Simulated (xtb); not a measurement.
Te(SeH)2 (H₂Se₂Te), SMILES [Te]([SeH])[SeH]. All values are semi-empirical tight-binding results from xtb (GFN2-xTB unless named), good for trends rather than for accurate numbers. Geometry optimised at GFN2-xTB. The structure was generated by enumeration, and PubChem lists no compound with its InChIKey, so it may never have been made. The values are those of a single conformer.

Computed properties:
The point group as xtb finds it is C2. The orbital gap is 3.59 eV, the zero-point energy comes out as 9.0 kcal/mol and the G − E(el) at 298.15 K (modified RRHO) comes out as -11.5 kcal/mol. The static polarisability (D4 model) comes out as 95.5 bohr³ and the solvation energy, GFN2-xTB/ALPB(water) is -2.8 kcal/mol. The solvation energy, GFN2-xTB/ALPB(ch2cl2) comes out as -5.6 kcal/mol.
